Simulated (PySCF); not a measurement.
These are PySCF with PBE-D3(BJ)/def2-TZVP // TPSSh-D3(BJ)/def2-TZVP values and carry that method's errors. All species are isolated molecules in the gas phase. 

Reference species (SMILES): `[Br][GaH2]` (neutral, multiplicity 1).

```yaml
dipole_moment: 1.71 D
```

Changed species: `[GaH]([Br])[Br]` (whole molecule; the reference has whole molecule).

Give the shifts of the dipole moment.

the dipole moment decreases by 0.38 D, to 1.33 D.
